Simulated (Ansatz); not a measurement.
Ansatz (an electronic-structure program) input (SVWN5/def2-TZVPD):

Ansatz 0.2 input:
```yaml
crystal:
  periodic: [false, false, false]
  atoms:
    - {symbol: O, position_ang: [-1.40624756, -0.90498395, 0.18951522]}
    - {symbol: B, position_ang: [-0.50228948, 0.10911784, 0.10194932]}
    - {symbol: O, position_ang: [-0.95321769, 1.39468418, 0.25858347]}
    - {symbol: Si, position_ang: [1.40401104, -0.35401228, -0.33604243]}
    - {symbol: H, position_ang: [-2.30303861, -0.59219079, 0.36881813]}
    - {symbol: H, position_ang: [-0.27625424, 2.07435592, 0.20327736]}
    - {symbol: H, position_ang: [1.90568004, -1.68878977, 0.06221632]}
    - {symbol: H, position_ang: [2.40462768, 0.69960555, -0.02425410]}
basis:
  gaussian:
    orbitals: def2-TZVPD
hamiltonian:
  xc: {name: SVWN5}
magnetization: {spin_polarized: true, initial_magnetization: 1}
output: {forces: true}
```

End of the output:

```
mean field evaluation 8: about -12648.1387 eV, gradient 1.0e-1 eV
mean field evaluation 16: about -12648.1276 eV, gradient 8.9e-5 eV
mean field -12648.12755618 eV, -464.8101144809 hartree, gradient 2.5e-5 eV, S^2 0.752117; 0 other end points of the search recorded, 0 dependent functions left out
the calculation of the forces begins
reference -12648.12760821 eV, -464.8101163928 hartree; 20, 19 occupied and 176, 177 virtual orbitals, 1012 factors
Total energy: -12648.12760821 eV, -464.8101163928 hartree
Atom 0 at    -1.406248    -0.904984     0.189515 Å, force     0.713465     0.045299    -0.125392 eV/Å
Atom 1 at    -0.502289     0.109118     0.101949 Å, force    -0.047540     0.003582    -0.046056 eV/Å
Atom 2 at    -0.953218     1.394684     0.258583 Å, force    -0.321205    -0.702203     0.007431 eV/Å
Atom 3 at     1.404011    -0.354012    -0.336042 Å, force    -0.495536     0.131512     0.049188 eV/Å
Atom 4 at    -2.303039    -0.592191     0.368818 Å, force    -0.504021     0.198506     0.108116 eV/Å
Atom 5 at    -0.276254     2.074356     0.203277 Å, force     0.412426     0.382908    -0.037412 eV/Å
Atom 6 at     1.905680    -1.688790     0.062216 Å, force     0.086863    -0.221434     0.031032 eV/Å
Atom 7 at     2.404628     0.699606    -0.024254 Å, force     0.155549     0.161830     0.013093 eV/Å
Dipole moment:    -0.057099     0.288863     0.037014 e Å
```

It need not be the lowest isomer of its formula.
